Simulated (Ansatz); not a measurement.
Consider the redistribution: `F[Si](F)([SiH3])Cl` + `C[O][ZnH]` → `[SiH3][O][ZnH]` + `C[Si](F)(F)Cl`.

Program: Ansatz. Geometries: PBE0-D4/def2-TZVP. ΔE: electronic, gas phase. CCSD(T)/CBS adds triple-zeta CCSD(T) − MP2 to the extrapolated MP2 energy (def2 sets, frozen cores). DFT in def2-TZVPP. For Zn outer-core shells are correlated without core-valence functions, which leaves a few kJ/mol of doubt a bond. Scalar relativity is left out up to krypton.

`F[Si](F)([SiH3])Cl`:

```xyz
8

F    -1.845    0.890    0.945
Si   -0.827    0.688   -0.253
F    -0.320    2.134   -0.657
Si    0.945   -0.697    0.359
Cl   -1.869   -0.064   -1.830
H     0.393   -2.023    0.731
H     1.667   -0.098    1.510
H     1.855   -0.830   -0.805
```

`C[O][ZnH]`:

Cartesian coordinates in Å:
```
C -0.587 0.081 0.866
O -0.098 0.644 -0.314
Zn 0.989 -0.030 -1.537
H -1.231 0.811 1.371
H 0.212 -0.190 1.571
H -1.192 -0.819 0.689
H 1.907 -0.495 -2.646
```

`[SiH3][O][ZnH]`:

Cartesian coordinates in Å:
```
Si 0.676 -0.926 0.096
O -0.157 0.330 -0.491
Zn -1.230 1.714 -0.291
H 1.526 -0.528 1.256
H 1.565 -1.484 -0.959
H -0.234 -2.014 0.560
H -2.146 2.907 -0.171
```

`C[Si](F)(F)Cl`:

Z-matrix (Å, degrees):
```
C
Si 1 1.832
H 1 1.091 2 110.4
H 1 1.092 2 110.1 3 120.0
H 1 1.092 2 110.4 3 -120.0
F 2 1.582 1 111.0 3 -179.3
F 2 1.582 1 111.0 3 -61.0
Cl 2 2.029 1 112.6 3 59.9
```

```csv
species,RPA@PBE/def2-TZVPP energy (Eh)
`F[Si](F)([SiH3])Cl`,-1239.73106
`C[O][ZnH]`,-1894.15831
`[SiH3][O][ZnH]`,-2145.22994
`C[Si](F)(F)Cl`,-988.74901
```

(1) Work out ΔE.

Largest T1 diagnostic among the species: 0.017.

Results:

(1) ΔE = (-2145.22994) + (-988.74901) − (-1239.73106) − (-1894.15831) = -0.08958 Eh = -2.44 eV. CCSD(T)/CBS gives -2.54 eV.

From PBE to PBE0 (25 % exact exchange), in def2-TZVPP and without D4, ΔE moves by −0.17 eV. Leaving LDA and LC-ωPBE aside and taking each functional with its dispersion term where it has one, the values, not all of them listed here, spread over 0.41 eV, from BHLYP-D4 to revPBE-D4. LDA lies −0.07 eV from PBE without D4. At CCSD(T), def2-SVP lies +0.18 eV from the extrapolated value and def2-TZVPP +0.01 eV.
